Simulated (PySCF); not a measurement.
## Working out the ionisation energy of Se⁺

Se⁺ [Ar] 3d10 4s2 4p3 (4S) → Se²⁺ [Ar] 3d10 4s2 4p2 (3P). Calculation: PySCF 2.14, in x2c-SVPall (5s4p3d, 32 functions); the spin-free X2C one-electron Hamiltonian (Gaussian nucleus). Frozen: [Ar] 3d10. Energies in hartree (1 hartree = 27.21139 eV):

```tsv
part	Se⁺ (lower)	Se²⁺ (upper)
UHF	-2427.329518	-2426.562074
CCSD correlation	-0.074125	-0.062769
(T)	-0.000853	-0.000671
```

Task: What does Hartree-Fock give?

Result: (-2426.562074) − (-2427.329518) = 0.767444 hartree = 20.883 eV.

Task: What do CCSD and CCSD(T) give?

Result: The CCSD correlation energies differ by 0.011356 hartree = 0.309 eV and the triples by 0.000182 hartree = 0.005 eV, so CCSD gives 21.192 eV and CCSD(T) 21.197 eV.

Reference: 21.196 ± 0.01 eV (measured; NIST Atomic Spectra Database, ionization energies), between the lowest levels; spin-orbit coupling is absent from the calculation.

A double-zeta basis recovers only part of the correlation energy.

What remains against the reference includes basis incompleteness, the frozen core and higher excitations.
